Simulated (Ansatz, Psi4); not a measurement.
Molecule: SiHCl, charge 0, multiplicity 1. SMILES: [SiH]Cl
Geometry from a B3LYP-D3(BJ)/def2-TZVP (Ansatz, an electronic-structure program) optimisation:
```xyz
3

Si     0.7933    -0.2087     0.7471
H      1.8312    -0.4893    -0.3363
Cl    -0.7611     0.2007    -0.5955
```
Charge 0, spin multiplicity 1.

Wanted: vertical triplet-singlet gap, E(triplet) - E(singlet), in eV. Terms: 6-311+G** with 5d, 6d on Na to Ar in Ansatz; spin-orbit terms left out; 6-31G* and kin with 6d, 5d where marked; each state is the SCF solution reached for its charge and spin; UHF or UKS for open shells; no dispersion term unless named; frozen cores in correlated levels; non-relativistic. First-principles rows: single points at B3LYP-D3(BJ) geometries (Ansatz). The Hartree-Fock reference of [SiH]Cl (SiHCl) is unstable towards a lower, spin-broken solution. Levels can end on unlike triplets.

```
level               program  vertical triplet-singlet gap, E(triplet) - E(singlet) (eV)
------------------  -------  ----------------------------------------------------------
HF/6-31G*            Ansatz                                                        1.06
HF/6-311+G**         Ansatz                                                        1.04
PBE/6-311+G**        Ansatz                                                        1.48
B3LYP/STO-3G         Ansatz                                                        2.22
B3LYP/3-21G          Ansatz                                                        1.56
B3LYP/6-311+G**      Ansatz                                                        1.65
wB97X-D/6-31G*         Psi4                                                        1.64
MP2/6-31G*           Ansatz                                                        1.48
MP2/6-311+G**        Ansatz                                                        1.51
wB97M-V/def2-TZVPD   Ansatz                                                        1.87
```

No value to compare with is used here. The 9 habitual levels span 1.04 (HF/6-311+G**) to 2.22 eV (B3LYP/STO-3G); wB97M-V/def2-TZVPD gives 1.87.

The levels are drawn from those run, B3LYP/6-31G* more often than the rest, none by its result; left out are runs that failed, that the program found above a lower state of the same kind, or whose <S^2> lies over 0.5 above the pure value.
